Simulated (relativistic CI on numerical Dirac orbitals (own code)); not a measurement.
# What each ingredient does to the levels of Hf⁵³⁺

Base calculation: Dirac-Coulomb-Breit CI, separate exchange-only KLI orbitals for each configuration, a model potential for QED, unscaled Slater integrals.

Configuration list (outside the closed core [Ne]): 3s2 3p6 3d, 3s2 3p5 3d2, 3s 3p6 3d2, 3s2 3p6 4s, 3s2 3p6 4p, 3s2 3p6 4d, 3s2 3p5 3d 4s, 3s2 3p6 4f, 3s2 3p5 3d 4p, 3s2 3p5 3d 4d, 3s 3p6 3d 4s, 3p6 3d2 4p, 3s2 3p5 3d 4f, 3s 3p6 3d 4p, 3s 3p6 3d 4d, 3s2 3p6 5s, 3s 3p6 3d 4f, 3s2 3p6 5p, 3s2 3p6 5d, 3s2 3p6 5f, 3s2 3p6 5g, 3p6 3d3, 3p5 3d4, 3p5 3d3 4s, 3p6 3d2 4s, 3p5 3d2 4s2, 3p6 3d2 4d, 3p5 3d3 4d, 3p5 3d2 4s 4d. Double excitations out of closed p, d and f shells are left out; levels of such configurations are missing from the list, as are those of other unlisted configurations, and high levels can miss mixing partners. These lack a partner that the ground configuration has and come out too high: 3s2 3p5 3d 4p, 3s2 3p5 3d 4f.

Variants: (1) QED terms removed; (2) only the first 3 configurations. Shifts of the energy above 3s2 3p6 3d 2D_3/2, in eV, for the lowest level and the first level of each name with at least 55 % of one term (blank where a level changes its place among those of its configuration and J or its character, or is not in the variant):

```tsv
Level	Base	Δ(1)	Δ(2)
3s2 3p6 3d 2D_3/2	0.000	0.000	0.000
3s2 3p6 3d 2D_5/2	68.006	-0.176	+0.013
3s2 3p5 3d2 4D°_1/2	245.684	+0.699	-0.780
3s2 3p5 3d2 4G°_9/2	311.122	+0.538	-0.625
3s2 3p5 3d2 2H°_11/2	321.680	+0.535	-0.583
3s2 3p5 3d2 2G°_9/2	338.836	+0.534	-0.731
3s2 3p5 3d2 2F°_5/2	364.535	+0.536	-0.399
3s2 3p5 3d2 2P°_1/2	371.283	+0.543	-0.688
3s2 3p5 3d2 4G°_11/2	379.629	+0.371	-0.582
3s 3p6 3d2 4F_3/2	759.907	+4.422	-0.395
3s 3p6 3d2 4P_1/2	788.419	+4.418	-0.362
3s 3p6 3d2 4F_7/2	825.125	+4.249	-0.445
3s 3p6 3d2 4P_3/2	836.128	+4.253	-0.408
3s 3p6 3d2 2G_9/2	840.919	+4.246	-0.424
3s 3p6 3d2 2F_5/2	844.763	+4.262	-0.517
3s 3p6 3d2 2G_7/2	850.392	+4.260	-0.453
3s 3p6 3d2 2P_1/2	858.124	+4.271	-0.021
3s 3p6 3d2 4F_9/2	896.752	+4.088	-0.430
```

At this charge energies of transitions that change n are usually good to better than 1 %, and those within a shell (Δn = 0) to a few per cent.

Ionisation energy from the two ground configurations alone: base 4979.34 eV. The NIST ASD value (theoretical) is 4980 eV.

LS names give the leading component of a level, which can be under half, so a name can repeat, a term be missing and a line seem to break the LS rules.
